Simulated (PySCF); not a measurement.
`Cc1cccc(P2CC2)c1`: 4 charge schemes on one density

Species: C9H11P.
Z-matrix (Å and degrees, GFN2-xTB geometry), rows numbered from 1:
```
C 
C   1  1.4991
C   2  1.3897  1  120.73
C   3  1.3840  2  120.70  1  -178.47
C   4  1.3825  3  120.21  2    -0.19
C   5  1.3897  4  119.84  3    -0.70
P   6  1.8401  5  120.22  4   177.37
C   7  1.8441  6   98.66  5    67.99
C   8  1.5046  7   65.92  6    94.01
C   2  1.3877  1  120.59  3  -178.61
H   1  1.0877  2  110.91  3   -28.91
H   1  1.0908  2  109.86  3    90.44
H   1  1.0878  2  111.00  3  -150.27
H   3  1.0810  2  119.49  1     1.30
H   4  1.0806  3  119.87  2   179.67
H   5  1.0812  4  120.44  3   179.76
H   8  1.0821  7  116.55  9   109.82
H   8  1.0817  7  117.72  9  -109.95
H   9  1.0821  7  116.49  8  -109.77
H   9  1.0817  7  117.79  8   109.92
H  10  1.0823  2  119.68  1    -0.89
```

Density: PBE0/pcSseg-1 (PySCF); schemes: Mulliken, IAO, Hirshfeld and ESP-fitted. Geometry: GFN2-xTB, one conformer, isolated molecule.

Tabulate the Mulliken, IAO, Hirshfeld and ESP-fitted charges.

In e; atoms taken as equivalent share a row and are averaged (×n: the atom named and its like, n in all):

| atom | environment | Mulliken | IAO | Hirshfeld | ESP-fitted |
| --- | --- | --- | --- | --- | --- |
| C1 | benzylic-type carbon | -0.126 | -0.426 | -0.115 | -0.526 |
| C2 | substituted aromatic carbon | -0.335 | +0.021 | +0.011 | +0.290 |
| C3 | aromatic CH carbon | -0.022 | -0.163 | -0.055 | -0.275 |
| C4 | aromatic CH carbon | -0.064 | -0.146 | -0.049 | -0.196 |
| C5 | aromatic CH carbon | +0.002 | -0.160 | -0.057 | -0.183 |
| C6 | substituted aromatic carbon | -0.458 | -0.185 | -0.051 | +0.220 |
| P7 | phosphine phosphorus | +0.362 | +0.406 | +0.111 | -0.179 |
| C8/C9 | sp3 carbon bound to phosphorus | -0.360 | -0.429 | -0.122 | -0.249 |
| C10 | aromatic CH carbon | +0.076 | -0.163 | -0.057 | -0.297 |
| H11/H12/H13 | methyl hydrogen | +0.126 | +0.151 | +0.047 | +0.147 |
| H14 | aromatic hydrogen | +0.067 | +0.146 | +0.047 | +0.172 |
| H15 | aromatic hydrogen | +0.089 | +0.153 | +0.050 | +0.161 |
| H16 | aromatic hydrogen | +0.075 | +0.149 | +0.046 | +0.155 |
| H17/H18/H19/H20 | methylene hydrogen | +0.154 | +0.158 | +0.045 | +0.135 |
| H21 | aromatic hydrogen | +0.057 | +0.143 | +0.044 | +0.174 |

Mean size of the charges over all atoms: ESP-fitted 0.205 e, IAO 0.200 e, Mulliken 0.164 e, Hirshfeld 0.060 e. Each set sums to the total charge, 0, to within 0.001 e. The Hirshfeld scheme weights the molecular density at each point by an atom's share of the summed free-atom densities. The IAO scheme projects the occupied orbitals on a minimal set of polarised atomic orbitals and counts the electrons in each atom's part of it.

Some averages cover members that differ in this geometry: H17/H18/H19/H20, ESP-fitted +0.109 to +0.157 e.

Lowest charge. The schemes don't all agree: Mulliken C6 (-0.458); IAO C8/C9 (-0.429); Hirshfeld C8/C9 (-0.122); ESP-fitted C1 (-0.526).

Highest charge. The schemes don't all agree: Mulliken P7 (+0.362); IAO P7 (+0.406); Hirshfeld P7 (+0.111); ESP-fitted C2 (+0.290).

Sum the charges by element, for elements with more than one atom.

| element | atoms | Mulliken | IAO | Hirshfeld | ESP-fitted |
| --- | --- | --- | --- | --- | --- |
| C | 9 | -1.645 | -2.081 | -0.618 | -1.466 |
| H | 11 | +1.283 | +1.676 | +0.508 | +1.645 |

How many electrons does the IAO scheme count on C9?

Its own charge is -0.430 e, so Z − q = 6.430.

How closely do the schemes follow one another over all atoms?

Correlation coefficient and root-mean-square difference: IAO with Hirshfeld 1.00, 0.163 e; Mulliken with IAO 0.79, 0.144 e; Mulliken with Hirshfeld 0.76, 0.162 e; Hirshfeld with ESP-fitted 0.71, 0.183 e; IAO with ESP-fitted 0.68, 0.181 e; Mulliken with ESP-fitted 0.17, 0.278 e.

The run behind these numbers computed NMR shieldings as well. Cost: about 2 min of CPU time on one thread; the machine was shared, so the figure is rough.
